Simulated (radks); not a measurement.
Values are calculated unless marked as measured or tabulated.
All-electron atom: Tl in [Hg] 6p1.

Code: a radial shooting solver on a logarithmic mesh with Libxc functionals. Model: scalar-relativistic Kohn-Sham, r2SCAN, spin-polarised, spherical densities, finite nucleus; open shells are filled with parallel spins first (spin-orbit coupling, left out, can overturn this in heavy ions); meta-GGA in the generalised Kohn-Sham scheme; Fermi nuclear charge, rms radius 5.4759 fm; hard spherical wall at 5 bohr.

Energy parts (hartree):
part                       energy
total                 -20242.9259
kinetic                22788.1742
electron-nucleus      -50481.4907
Hartree                 7829.4307
exchange-correlation    -379.0401

Orbitals (lengths in bohr, moments of r in powers of bohr; <r^-3> diverges for s and p1/2):
orbital  occ.  eigenvalue (hartree)  <r^-3>      <r>
1s up       1             -3148.836       -  0.01632
1s down     1             -3148.835       -  0.01632
2s up       1             -561.6693       -  0.06875
2s down     1             -561.6695       -  0.06875
2p up       3             -483.0877   28150  0.06235
2p down     3             -483.0875   28150  0.06235
3s up       1             -134.4205       -   0.1774
3s down     1             -134.4203       -   0.1774
3p up       3             -111.7044    6517   0.1792
3p down     3             -111.7042    6517   0.1792
3d up       5             -88.09172   794.8   0.1625
3d down     5             -88.09152   794.8   0.1625
4s up       1             -30.17966       -   0.3916
4s down     1             -30.17917       -   0.3916
4p up       3             -22.70171    1586   0.4172
4p down     3             -22.70119    1586   0.4172
4d up       5             -13.88256   170.8   0.4396
4d down     5             -13.88195   170.9   0.4396
4f up       7              -4.14240   34.09   0.4678
4f down     7              -4.14166   34.09   0.4677
5s up       1              -4.81339       -   0.8802
5s down     1              -4.81195       -   0.8805
5p up       3              -2.77577   281.8    1.010
5p down     3              -2.77547   281.5    1.010
5d up       5              -0.49889   18.00    1.400
5d down     5              -0.49403   18.24    1.385
5f up       0               0.68275  0.2562    3.000
5f down     0               0.72050  0.2707    2.989
6s up       1              -0.29600       -    2.359
6s down     1              -0.25683       -    2.320
6p up       1               0.03955   27.41    2.739
6p down     0               0.08953   28.78    2.717
6d up       0               0.50223   4.389    3.051
6d down     0               0.54730   4.168    3.065
7s up       0               0.66886       -    3.005
7s down     0               0.69770       -    3.043

The highest occupied level is 6p up at 1.076 eV. The density falls to 0.001 e/bohr^3 at r = 4.17 bohr. The spin density at the nucleus is -13.38 e/bohr^3 (1s -0.45, 2s 0.24, 3s 0.24, 4s 0.13, 5s 1.54, 6s -15.09). Spin moment in Bohr magnetons: 1. The pressure on the wall is 14.4 GPa.
